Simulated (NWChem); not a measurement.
Si$_{2}$H$_{5}$, doublet; SMILES [SiH3][SiH2]

All runs: NWChem. Spin-unrestricted. Structure relaxed at the PBE0/def2-SVP, spin-unrestricted level. No stability test was run on the SCF state. Level MN15/def2-SVP: energy and gradient on several grids; changes count from the extra-fine grid, which is no exact limit either.

```json
[
 {"grid": "xcoarse", "size of the energy change (μHa)": "2000", "largest change of a gradient component (μHa/bohr)": "2000"},
 {"grid": "coarse", "size of the energy change (μHa)": "40", "largest change of a gradient component (μHa/bohr)": "400"},
 {"grid": "medium", "size of the energy change (μHa)": "10", "largest change of a gradient component (μHa/bohr)": "30"},
 {"grid": "fine", "size of the energy change (μHa)": "< 10", "largest change of a gradient component (μHa/bohr)": "< 30"},
 {"grid": "xfine", "size of the energy change (μHa)": "< 10", "largest change of a gradient component (μHa/bohr)": "< 30"}
]
```
